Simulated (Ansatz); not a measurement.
Wavefunction ladder for `C[Si](C)(C)[InH2]`

Z-matrix (Å, degrees):
```
C
Si 1 1.883
H 1 1.093 2 111.4
H 1 1.095 2 110.2 3 119.8
H 1 1.093 2 111.6 3 -120.6
C 2 1.884 1 108.5 3 -61.4
C 2 1.881 1 108.9 3 -179.6
In 2 2.588 1 110.2 3 57.9
H 6 1.093 2 111.5 1 60.6
H 6 1.093 2 111.7 1 -178.5
H 6 1.095 2 109.9 1 -59.0
H 7 1.093 2 111.4 1 -60.7
H 7 1.095 2 110.5 1 59.2
H 7 1.093 2 111.3 1 179.1
H 8 1.740 2 122.0 1 -46.8
H 8 1.739 2 123.7 1 133.9
```

Charge 0, multiplicity 1. Correlated methods include outer-core shells of In, which these sets cover unevenly. In: def2 effective core potential. The geometry is a stationary point of PBE0-D4/def2-TZVP. Frozen core, restricted reference, Ansatz 0.2.0.

| basis | HF (Eh) | MP2 corr. | CCSD corr. | (T) | CCSD(T) total |
| --- | --- | --- | --- | --- | --- |
| def2-SVP | -597.97191 | -0.63013 | -0.70749 | -0.02101 | -598.70041 |
| def2-TZVPP | -598.21333 | -0.95991 | – | – | – |
| def2-QZVPP | -598.22926 | -1.19074 | – | – | – |
